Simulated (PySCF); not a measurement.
Which level of theory gave which numbers?

Compound: CH4F3PSi.
Bonds: F1–C2, C2–F3, C2–F4, C2–Si5, Si5–P6. Hydrogens: H7, H8 on Si5; H9, H10 on P6.

The closed-shell ground state was solved 7 times with PySCF (density fitting, gas phase), always in the pcSseg-2 basis (286 functions), with these functionals: B3LYP, BLYP, CAM-B3LYP, HF, LC-wPBE, PBE0 and wB97X-D. Geometry: PBE0-D3(BJ)/def2-SVP, one conformer, isolated molecule.

```tsv
row	total energy (Eh)	HOMO (eV)	LUMO (eV)	dipole (D)
P	-971.0317	-6.83	-1.02	2.30
Q	-970.6940	-10.74	1.75	2.59
R	-970.4875	-8.12	-0.33	2.49
S	-971.0011	-9.40	0.63	2.60
T	-970.9666	-9.94	1.39	2.51
U	-971.1137	-7.90	-0.54	2.49
V	-968.3512	-10.69	2.49	2.84
```

Which functional belongs to which row?

P = BLYP, Q = LC-wPBE, R = PBE0, S = CAM-B3LYP, T = wB97X-D, U = B3LYP, V = HF. By rising HOMO–LUMO gap: BLYP (GGA) 5.81 eV; B3LYP (global hybrid, 20 % exact exchange) 7.36 eV; PBE0 (global hybrid, 25 % exact exchange) 7.79 eV; CAM-B3LYP (range-separated hybrid) 10.03 eV; wB97X-D (range-separated hybrid) 11.33 eV; LC-wPBE (range-separated hybrid) 12.49 eV; HF (all exact exchange) 13.18 eV. Total energies of different functionals aren't bounds to one another; each is stationary for its own functional.

Shape of the structure used: `[F:1][C:2]([F:3])([F:4])[SiH2:5][PH2:6]`: F1–C2–Si5–P6 61°, H–P6–Si5–C2 -71°, H–P6–Si5–C2 -165°.

The pairwise dispersion term of wB97X-D wasn't added to the energies; at a given geometry it leaves orbitals and properties as they are.
